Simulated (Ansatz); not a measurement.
Total energies of `N#[C][Ga]([C]#N)[C]#N`.

```csv
atom,x (Å),y (Å),z (Å)
N1,-2.712,1.022,-0.988
C2,-1.691,0.637,-0.616
Ga3,0.000,0.000,0.000
C4,0.103,-1.627,0.995
N5,0.165,-2.608,1.595
C6,1.588,0.989,-0.379
N7,2.547,1.586,-0.608
```

Total charge 0; spin multiplicity 1. Correlated methods include outer-core shells of Ga, which these sets cover unevenly. Scalar relativity is left out up to krypton. The geometry is a stationary point of PBE0-D4/def2-TZVP. Basis def2-TZVPP, the Gaussian-basis code of Ansatz.

RPA on PBE orbitals: Hartree–Fock energy of these orbitals -2200.22429 Eh, correlation -1.81067 Eh (frozen core).

```csv
functional,energy without D4 (Eh),D4 term (kJ/mol)
LDA (SPW92),-2198.09763,–
PBE,-2202.87568,-18.4
BLYP,-2203.51863,-39.2
r2SCAN,-2203.32612,-4.6
B97M-V,-2203.10267,–
PBE0,-2202.90638,-15.8
BHLYP,-2203.30938,-25.4
ωB97M-V,-2203.33408,–
B2PLYP,-2202.93860,–
PBE-QIDH,-2202.53025,–
```

Question: Give the same for revPBE, B3LYP, r2SCANh, r2SCAN0, HSE06 (plane-wave form), CAM-B3LYP, LC-ωPBE, ωB97X-V. (Best estimate.)

Answer: The calculation gave: 
```tsv
functional	energy without D4 (Eh)	D4 term (kJ/mol)
revPBE	-2203.28390	-48.1
B3LYP	-2203.54468	-29.8
r2SCANh	-2203.29498	-5.0
r2SCAN0	-2203.25029	-5.5
HSE06 (plane-wave form)	-2202.89233	-14.9
CAM-B3LYP	-2203.48453	-16.4
LC-ωPBE	-2203.02200	–
ωB97X-V	-2203.23282	–
```

B3LYP takes the VWN-RPA correlation (the form of Gaussian; ORCA's B3LYP/G). HSE06 is the plane-wave form, built on full-range PBE exchange. The double hybrids freeze the cores in their second-order part.

LC-ωPBE has ω = 0.4 bohr⁻¹.
